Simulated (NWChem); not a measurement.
# BNH2Cl2; SMILES ClB(Cl)N

```xyz
6

B      0.0000     0.0000    -0.3475
Cl     1.5354     0.0000     0.5451
Cl    -1.5354     0.0000     0.5451
N      0.0000     0.0000    -1.7448
H     -0.8610     0.0000    -2.2911
H      0.8610     0.0000    -2.2911
```
Atoms are numbered in this order, from 1.

Computed with NWChem. The geometry was optimised at PBE-D3(BJ)/def2-SVP. Ions are spin-unrestricted doublets at the neutral geometry; other ion states weren't tried. Functional: LC-ωPBE (HJS hole) with def2-SVP; rows give the range parameter ω in 1/bohr.

```json
[
 {"range parameter (1/bohr)": "0.15", "vertical ionisation energy, ΔSCF (eV)": "?", "−ε(HOMO) (eV)": "?", "ΔSCF minus −ε(HOMO) (eV)": "?"},
 {"range parameter (1/bohr)": "0.35", "vertical ionisation energy, ΔSCF (eV)": "11.06", "−ε(HOMO) (eV)": "10.92", "ΔSCF minus −ε(HOMO) (eV)": "0.14"},
 {"range parameter (1/bohr)": "0.40", "vertical ionisation energy, ΔSCF (eV)": "11.16", "−ε(HOMO) (eV)": "11.25", "ΔSCF minus −ε(HOMO) (eV)": "-0.09"},
 {"range parameter (1/bohr)": "0.80", "vertical ionisation energy, ΔSCF (eV)": "11.34", "−ε(HOMO) (eV)": "12.56", "ΔSCF minus −ε(HOMO) (eV)": "-1.22"}
]
```

Problem. What belongs in the gaps?

Solution. 
- 0.15, vertical ionisation energy, ΔSCF (eV): 10.45
- 0.15, −ε(HOMO) (eV): 9.01
- 0.15, ΔSCF minus −ε(HOMO) (eV): 1.44
